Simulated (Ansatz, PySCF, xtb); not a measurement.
Process, species as SMILES: COBOC [dimethoxyborane] + B (BH3) + 2 O (H2O) -> 2 BO (H3BO) [borinic acid] + 2 CO (CH4O) [methanol]
Each molecule is optimised on its own at B3LYP-D3(BJ)/def2-TZVP (Ansatz, an electronic-structure program), one conformer each, not searched for the lowest. Frequencies are from Ansatz or PySCF.
Geometry of the first species:
SMILES: COBOC
```xyz
12

B      0.1629     0.7393     0.2257
O      0.7528    -0.4510    -0.0634
C      2.1594    -0.6318     0.0074
O     -1.1821     0.8705     0.1461
C     -2.0056    -0.2281    -0.2401
H      0.8032     1.6932     0.5545
H      2.6654     0.2863     0.3142
H      2.5289    -0.9350    -0.9732
H      2.3807    -1.4214     0.7269
H     -1.7481    -0.5755    -1.2423
H     -1.8962    -1.0615     0.4562
H     -3.0366     0.1207    -0.2301
```

Property: bond separation energy (enthalpy at 298 K, with B3LYP-D3(BJ) rigid-rotor harmonic-oscillator terms), in kcal/mol. Valence correlation only, unless marked. No spin-orbit coupling. No relativistic terms. CBS(X,Y): correlation extrapolated as X^-3; Hartree-Fock from the larger set. The bracket is a focal-point correction in the basis named.

```csv
level,program,bond separation energy (kcal/mol)
GFN2-xTB,xtb,…
B3LYP/def2-TZVPD,Ansatz,…
TPSSh-D3(BJ)/def2-TZVPD,PySCF + dftd3,0.3
TPSSh-D4/def2-TZVPD,PySCF + dftd4,0.7
M06-2X/def2-TZVPD,PySCF,2.0
SCS-MP2/STO-3G,Ansatz,-15.8
SCS-MP2/cc-pVDZ,Ansatz,-3.1
"RI-MP2/CBS(cc-pVTZ,cc-pVQZ)+[CCSD(T)-MP2]/cc-pVTZ",Ansatz,2.0
```

Question: What belongs in the gaps?

Answer: 
- GFN2-xTB, bond separation energy (kcal/mol): -2.6
- B3LYP/def2-TZVPD, bond separation energy (kcal/mol): -0.4
